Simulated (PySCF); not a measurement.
Cl$_{4}$Te, charge +1, doublet, at a GFN2-xTB geometry (a state made from the parent by changing its charge; the spin is typed, not shown lowest) (all electrons, no relativity), with bond 4-1 at 2.4 times its length; PySCF with CASSCF(7,5)/STO-3G.

Input for PySCF:
```python
from pyscf import gto, scf, mcscf
import numpy

mol = gto.Mole()
mol.atom = '''
    Te   -0.013965    0.006200    0.266956
    Cl    1.154444   -1.403715   -1.086559
    Cl    1.820486    1.499339    0.830338
    Cl   -2.455903    3.229162   -3.409362
    Cl   -1.900775   -1.463691    0.704494
'''
mol.basis = 'sto-3g'
mol.charge = 1
mol.spin = 1
mol.verbose = 4
mol.build()

mf = scf.ROHF(mol)
mf.kernel()
mc = mcscf.CASSCF(mf, 5, 7)
mc.fix_spin_(ss=0.75)
mc.kernel()
occ = numpy.linalg.eigvalsh(mc.fcisolver.make_rdm1(mc.ci, mc.ncas, mc.nelecas))[::-1]
ss = mc.fcisolver.spin_square(mc.ci, mc.ncas, mc.nelecas)[0]
print('natural occupations', occ.round(4), ' <S^2>', round(ss, 4))
```

What the program printed (banner, timings and long lists left out):

```
PySCF version 2.14.0

[INPUT] verbose = 4
[INPUT] num. atoms = 5
[INPUT] num. electrons = 119
[INPUT] charge = 1
[INPUT] spin (= nelec alpha-beta = 2S) = 1
[INPUT] symmetry False subgroup None
[INPUT] Mole.unit = angstrom
[INPUT] Symbol           X                Y                Z      unit          X                Y                Z       unit  Magmom
[...]
nuclear repulsion = 867.339106111262
number of shells = 31
number of NR pGTOs = 189
number of NR cGTOs = 63
basis = sto-3g
ecp = {}

******** <class 'pyscf.scf.rohf.ROHF'> ********
method = ROHF
initial guess = minao
damping factor = 0
level_shift factor = 0
DIIS = <class 'pyscf.scf.diis.CDIIS'>
diis_start_cycle = 1
diis_space = 8
diis_damp = 0
SCF conv_tol = 1e-09
SCF conv_tol_grad = None
SCF max_cycles = 50
direct_scf = True
direct_scf_tol = 1e-13
num. doubly occ = 59  num. singly occ = 1
Set gradient conv threshold to 3.16228e-05
init E= -8343.66848046771
[...]
cycle= 1 E= -8365.04028551003  delta_E= -21.4  |g|= 0.244  |ddm|= 2.51
[...]
cycle= 2 E= -8365.0799899444  delta_E= -0.0397  |g|= 0.0842  |ddm|= 0.677
[...]
cycle= 3 E= -8365.05788803692  delta_E= 0.0221  |g|= 0.088  |ddm|= 0.946
[...]
cycle= 4 E= -8365.09287411678  delta_E= -0.035  |g|= 0.0334  |ddm|= 0.774
[...]
cycle= 5 E= -8365.09604227891  delta_E= -0.00317  |g|= 0.021  |ddm|= 0.236
[...]
cycle= 6 E= -8364.9975551708  delta_E= 0.0985  |g|= 0.124  |ddm|= 1.31
[...]
cycle= 7 E= -8364.97031257493  delta_E= 0.0272  |g|= 0.129  |ddm|= 0.226
[...]
cycle= 8 E= -8365.0971737426  delta_E= -0.127  |g|= 0.0223  |ddm|= 1.33

WARN: HOMO -0.216426459255172 >= LUMO -0.351550740316368

cycle= 9 E= -8365.08618522546  delta_E= 0.011  |g|= 0.0574  |ddm|= 0.344
[...]
cycle= 10 E= -8365.0384653912  delta_E= 0.0477  |g|= 0.112  |ddm|= 1.31
[...]
cycle= 11 E= -8365.09673703696  delta_E= -0.0583  |g|= 0.036  |ddm|= 1.81
[...]
cycle= 12 E= -8365.09397109115  delta_E= 0.00277  |g|= 0.0432  |ddm|=  1.6
[...]
cycle= 13 E= -8365.09691164355  delta_E= -0.00294  |g|= 0.035  |ddm|=  1.6
[...]
cycle= 14 E= -8365.09688737506  delta_E= 2.43e-05  |g|= 0.0279  |ddm|=  1.6
[...]
cycle= 15 E= -8364.9857299146  delta_E= 0.111  |g|= 0.136  |ddm|= 1.21
[...]
cycle= 16 E= -8365.0839127025  delta_E= -0.0982  |g|= 0.0614  |ddm|= 1.62
[...]
cycle= 17 E= -8365.07843832454  delta_E= 0.00547  |g|= 0.0697  |ddm|= 0.0898
[...]
cycle= 18 E= -8365.07711034641  delta_E= 0.00133  |g|= 0.071  |ddm|= 0.0218
[...]
cycle= 19 E= -8365.08610416854  delta_E= -0.00899  |g|= 0.0535  |ddm|= 0.151
[...]
converged SCF energy = -8365.09901390653
CASCI E = -8365.10249967995  S^2 = 0.7500000
[...]
macro iter  40 ( 16 JK    4 micro), CASSCF E = -8365.12839333945  dE =  4.32693923e-07  S^2 = 0.7500000
               |grad[o]|=0.00207  |grad[c]|=0.0315  |ddm|=0.000127  |maxRot[o]|=0.092
macro iter  41 ( 21 JK    4 micro), CASSCF E = -8365.12839359115  dE = -2.51693564e-07  S^2 = 0.7500000
               |grad[o]|=0.00337  |grad[c]|=0.000414  |ddm|=7.61e-05  |maxRot[o]|=0.0292
macro iter  42 ( 21 JK    4 micro), CASSCF E = -8365.12839319783  dE =  3.93314622e-07  S^2 = 0.7500000
               |grad[o]|=0.002  |grad[c]|=0.0399  |ddm|=3.83e-05  |maxRot[o]|=0.141
macro iter  43 ( 24 JK    4 micro), CASSCF E = -8365.12839346668  dE = -2.68852091e-07  S^2 = 0.7500000
               |grad[o]|=0.00104  |grad[c]|=0.00124  |ddm|=4.13e-05  |maxRot[o]|=0.00336
macro iter  44 ( 21 JK    4 micro), CASSCF E = -8365.12839302362  dE =  4.43065801e-07  S^2 = 0.7500000
               |grad[o]|=0.000821  |grad[c]|=0.0393  |ddm|=1.91e-05  |maxRot[o]|=0.094
macro iter  45 ( 25 JK    4 micro), CASSCF E = -8365.12839337346  dE = -3.49844413e-07  S^2 = 0.7500000
               |grad[o]|=0.00106  |grad[c]|=0.000661  |ddm|=3.98e-05  |maxRot[o]|=0.0293
macro iter  46 ( 21 JK    4 micro), CASSCF E = -8365.12839356969  dE = -1.96228939e-07  S^2 = 0.7500000
               |grad[o]|=0.00114  |grad[c]|=0.0138  |ddm|=3.36e-05  |maxRot[o]|=0.109
macro iter  47 (  7 JK    2 micro), CASSCF E = -8365.12839391351  dE = -3.43819920e-07  S^2 = 0.7500000
               |grad[o]|=0.00113  |grad[c]|=0.00356  |ddm|=2.48e-05  |maxRot[o]|=0.0409
macro iter  48 (  7 JK    2 micro), CASSCF E = -8365.12839432778  dE = -4.14267561e-07  S^2 = 0.7500000
               |grad[o]|=0.00126  |grad[c]|=0.00663  |ddm|=3.9e-05  |maxRot[o]|=0.0535
macro iter  49 (  7 JK    2 micro), CASSCF E = -8365.12839466702  dE = -3.39243343e-07  S^2 = 0.7500000
               |grad[o]|=0.0011  |grad[c]|=0.00956  |ddm|=5.73e-05  |maxRot[o]|=0.0611
macro iter  50 (  7 JK    2 micro), CASSCF E = -8365.12839485885  dE = -1.91826985e-07  S^2 = 0.7500000
               |grad[o]|=0.000841  |grad[c]|=0.0122  |ddm|=7.43e-05  |maxRot[o]|=0.0654
1-step CASSCF not converged,  50 macro (649 JK 148 micro) steps
CASSCF canonicalization
Density matrix diagonal elements [1.87923149 1.99102539 1.99987134 1.00006116 0.12981063]
CASSCF energy = -8365.12839485885
CASCI E = -8365.12839485885  E(CI) = -27.6508754592705  S^2 = 0.7500000
natural occupations [2.     1.9969 1.8765 1.     0.1266]  <S^2> 0.75
```

The run did not converge; its last values are not results.
